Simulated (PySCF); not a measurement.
# From computed data to an observable: oscillator strength and radiative lifetime

Sn(H)2(Me)(NH2) (CH7NSn), SMILES [CH3][SnH2][NH2].

The structure is a stationary point at PBE-D3(BJ)/def2-SVP. The def2 effective core potentials stand for the cores of Sn; spin–orbit coupling is left out. Other conformers were not sampled.

TDDFT-B3LYP/def2-SVPD (PySCF) puts the first singlet state with f over 0.02 at 5.57 eV (vertical), with the transition dipole (0.171, 0.690, 0.000) in atomic units.

Find the oscillator strength, the wavelength and the radiative lifetime that this transition would have in vacuum if emission retraced absorption.


|μ|² = 0.5053 au, so |μ| = 1.81 D. ΔE = 5.57/27.211 = 0.2047 hartree. f = (2/3) ΔE |μ|² = 0.069 (the program prints 0.069).
λ = 1239.84/5.57 = 223 nm; ν = 44925 cm⁻¹.
Einstein's coefficient A = 0.6670 ν² f s⁻¹ (ν in cm⁻¹) = 9.3e7 s⁻¹, so τ = 1/A = 11 ns. This state is S1. The figure is the radiative limit of this one transition; relaxation, internal conversion, crossing to triplets and a medium change what is measured.
